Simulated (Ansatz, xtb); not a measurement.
**A geometry optimisation of AlCl2FSe with r2SCAN-D4/def2-SVP**

The starting geometry of this gas-phase singlet was built from a drawn formula by distance geometry and a force field; its bonds are those of `F[Se]([Al])(Cl)Cl`.

```yaml
atoms:
  - { symbol: Al, position_ang: [-3.7205, -1.5166, 2.1872] }
  - { symbol: Cl, position_ang: [-3.8146, -2.9278, -1.0753] }
  - { symbol: Cl, position_ang: [-2.4003, 0.0621, -1.3526] }
  - { symbol: F, position_ang: [-1.5412, -2.5216, 0.5125] }
  - { symbol: Se, position_ang: [-2.8903, -1.3888, 0.1586] }
```

Problem. Predict what it relaxes into with r2SCAN-D4/def2-SVP.

Solution. It loosens into Cl2Se + AlF, which stay close as a complex. Contacts that open: Al1–Se5 (2.20 → 3.81 Å), F4–Se5 (1.80 → 2.61 Å). Contacts that close: Al1–F4 (2.93 → 1.71 Å).

The energy falls by 5.28 eV over 31 steps:

```
step  E − E(last) (eV)
   1             5.275
   4             3.148
   8             0.384
  11             0.047
  14             0.032
  18             0.024
  21             0.016
  24             0.006
  28             0.001
  31             0.000
```

Final geometry (Å):

```xyz
5

Al   -3.3638   -3.2855    2.2442
Cl   -4.0714   -2.1943   -0.6941
Cl   -2.4230    0.1573   -2.4256
F    -2.2070   -2.1074    1.7984
Se   -2.3015   -0.8629   -0.4925
```

From the same start GFN2-xTB ends elsewhere, at `[F][Al]([Cl])[Se]Cl`.

No frequencies were run, so the end isn't proven a minimum. Run with Ansatz 0.2.0, 2.2 min on 1 thread of Intel(R) Xeon(R) Processor @ 2.70GHz, with other jobs on the host.
